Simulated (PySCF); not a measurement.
The numbers are results of B3LYP-D3(BJ)/def2-TZVP // PBE0-D3(BJ)/def2-TZVP in PySCF 2.14.0, not measurements. Isolated molecules, 0 K electronic values unless said otherwise. B3LYP has the VWN-RPA correlation part, as in Gaussian. Excitations are Tamm–Dancoff values on a coarser integration grid. The basis has no diffuse functions, so Rydberg states are missing or too high.

Reference species (SMILES): `[F][SnH]([F])[F]` (neutral, multiplicity 1).

```yaml
S1 oscillator strength: 0.000
brightest of the four lowest singlets (TDA): 7.56 eV
HOMO: -10.81 eV
S1 excitation (TDA): 7.34 eV
```

Changed species: `[F][SnH2][F]` (2 of 4 F replaced by H; the reference has 1 of 4 F replaced by H).

Task: Predict the effect on the S1 oscillator strength, brightest of the four lowest singlets (TDA), HOMO and S1 excitation (TDA).

Result: the S1 oscillator strength hardly moves; the brightest of the four lowest singlets (TDA) increases by 0.53 eV, to 8.09 eV; the HOMO increases by 1.15 eV, to -9.66 eV; the S1 excitation (TDA) rises by 0.08 eV, to 7.42 eV.
